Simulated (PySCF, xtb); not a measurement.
N-methyl-N-silylmethanamine (C₂H₉NSi), SMILES CN(C)[SiH3].

GFN2-xTB (xtb 6.7.1) at its own geometry gives an orbital gap of 4.93 eV and a dipole moment of 0.96 D.

Geometry: B3LYP-D3(BJ)/def2-SVP.

### Question
What does PBE0/def2-TZVP in PySCF give? (An estimate is asked for; the answer gives what the named calculation found.)

### Answer
gap 6.89 eV (levels -6.36 and 0.53 eV), dipole 0.95 D.
